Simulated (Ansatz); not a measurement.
Pulling the pair apart

The pair of Cu⁺ (SMILES [Cu+], atom 1) and HF (SMILES F, atoms 2–3), both closed shells, in one local arrangement (a lower one may exist), relaxed at PBE0-D4/def2-TZVP:

```xyz
3
angstrom
Cu 0.0109 0.0105 -1.6105
F 0.1836 0.1752 0.4188
H -0.1945 -0.1858 1.1917
```

HF is shifted rigidly along the line between the mean atom positions of the two fragments (negative: closer). Counterpoise interaction energies in kJ/mol. Program: Ansatz 0.2.0. Basis: def2-TZVPPD. Cores are frozen in the correlated methods. The 3s and 3p shells of Cu and Zn are frozen; filled d shells are correlated. B3LYP uses VWN-RPA correlation.

```
shift (Å)  wB97M-V  B3LYP-D4  PBE0-D4
    -0.20    -77.1     -82.2    -80.0
    -0.10    -88.2     -92.6    -90.1
     0.00    -91.0     -95.0    -92.3
     0.10    -89.1     -92.9    -90.2
     0.25    -82.7     -86.2    -83.7
     0.51    -67.5     -70.3    -68.5
     1.02    -44.3     -46.0    -45.3
     2.04    -23.3     -23.8    -23.8
```

Task: What does CCSD(T) give at these shifts? (Judge from chemistry; the value comes from the calculation.)

Result: The calculation gives: -63.6, -75.7, -79.7, -79.1, -74.3, -61.9, -41.9, -22.8 kJ/mol. For zero shift, CCSD(T) at an estimated basis limit (MP2 extrapolated from triple and quadruple zeta, plus CCSD(T) − MP2 in triple zeta) gives -88.8 kJ/mol. These are counterpoise interaction energies, counted from the two frozen fragments.

No T1 diagnostic of these runs exceeds 0.019.

For scale, one of the runs: CCSD(T)/def2-TZVPPD, 124 basis functions, launched by `ansatz run in.yaml --threads 2 --pin off --events-out ev --progress --plain --max-ram 5222MiB`. The run took about 2.9 s on 2 CPU threads of an AMD EPYC 9R45 (shared host).
